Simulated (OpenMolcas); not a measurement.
An OpenMolcas run meant for B II (ANO-RCC-VDZ, DKH4; inactive shells 1s; intended active space 2 electrons in 4 orbitals (2s 2p)). One step of its input:

```
&CASPT2
Multistate=3 1 2 3
Frozen=0 0
IPEA=0.25
Shift=1.5
MaxIter=60
WThr=0.0 0.3 0.05
PrWF=0.5
NoMix
```

The run finished. Its levels beside those of a sound run (MS-CASPT2, IPEA 0.25 Eh, imaginary shift 0.1 Eh (closed shells correlated: 1s)), in cm⁻¹ above each run's lowest level:

```csv
Level,This run,Usual run
2s² ¹S₀,0.0,0.0
2s 2p ³P°₀,38181,38292
2s 2p ³P°₁,38189,38300
2s 2p ³P°₂,38205,38316
2s 2p ¹P°₁,83206,83156
2p² ³P₀,100555,100599
2p² ³P₁,100563,100606
2p² ³P₂,100578,100621
2p² ¹D₂,112533,112435
2p² ¹S₀,140559,139269
```

Q: Which setting is unsound, and how much does it matter here?

A: The level shift is far above the usual 0.1 to 0.3 hartree and damps the second-order energy. Against the sound run the excited levels shown move by 210 cm-1 on average and by 1300 cm-1 at most.

Levels of configurations outside the active space are missing.

° marks odd parity.
